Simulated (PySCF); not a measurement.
Isomers C₆H₅F₃O:

A. `InChI=1S/C6H5F3O/c7-5(8)4-2-1-3-10-6(4)9/h1,3,5H,2H2`
B. `CC(=O)C#CCC(F)(F)F`
C. `C(C(C=C)=C)(=O)C(F)(F)F`
D. `FC([C@@H]1C(=O)C=CC1)(F)F`

Spectrum 1. 1H NMR (500 MHz, computed): δ 8.06 (m, 1H), 6.41 (d, 1H), 3.00 (m, 1H), 2.98 (m, 1H), 2.90 (m, 1H). 13C{1H} NMR (computed): δ 202.7 (C), 174.2 (CH), 141.6 (CH), 134.2 (C), 51.6 (CH), 35.2 (CH2).

Spectrum 2. 1H NMR (500 MHz, computed): δ 7.45 (m, 1H), 7.12 (br s, 1H), 6.75 (br s, 1H), 6.53 (m, 1H), 5.96 (m, 1H). 13C{1H} NMR (computed): δ 187.3 (C), 149.7 (CH2), 140.8 (C), 140.4 (CH), 132.9 (CH2), 125.8 (C).

Spectrum 3. 1H NMR (500 MHz, computed): δ 6.95 (m, 1H), 6.42 (m, 1H), 5.19 (m, 1H), 3.30 (m, 2H). 13C{1H} NMR (computed): δ 166.3 (C), 146.2 (CH), 117.4 (CH), 111.4 (CH), 87.5 (C), 22.7 (CH2).

Spectrum 4. 1H NMR (500 MHz, computed): δ 3.23 (m, 2H), 2.40 (s, 3H). 13C{1H} NMR (computed): δ 186.6 (C), 133.7 (C), 90.1 (C), 87.7 (C), 36.0 (CH3), 29.5 (CH2).

- σ from GIAO-PBE0/pcSseg-1
- geometry from GFN2-xTB
- program: PySCF 2.14.0 with density-fitted response routines
- gas phase, averaged over atoms made equivalent by symmetry, fast rotation or ring inversion, one conformer, relativity neglected

References, each an isolated molecule treated in the same way: 1H and 13C against TMS. Splittings of carbon signals by F and P are missing where no couplings were computed. Where no couplings were computed, multiplicities follow the n + 1 count of equivalent neighbours, and m marks all less simple cases (inequivalent or close neighbours, rings, F or P nearby). Shifts are as computed. Against solution values, carbons near 30 ppm lie about +3 ppm off and those near 130 ppm about +5 ppm. Of 1211 compounds with measured shifts, 218 miss one by over three times the rms of a fit or turn the order of signals round; such compounds aren't used in these exercises.

Which spectrum belongs to which compound?

Answers

1–D, 2–C, 3–A, 4–B.

- Spectrum 1 (D): 6 13C signals; δC 202.7 is a ketone carbonyl carbon; δC 174.2 is a β carbon of a C=C–C=O unit.
- Spectrum 2 (C): 6 13C signals; δC 187.3 is a ketone carbonyl carbon; δC 149.7 is a β carbon of a C=C–C=O unit.
- Spectrum 3 (A): 6 13C signals; δC 166.3 is an alkene carbon bearing oxygen; δC 146.2 is an alkene carbon bearing oxygen.
- Spectrum 4 (B): 6 13C signals; δC 133.7 is a CF3 carbon; δC 90.1 is an alkyne carbon.
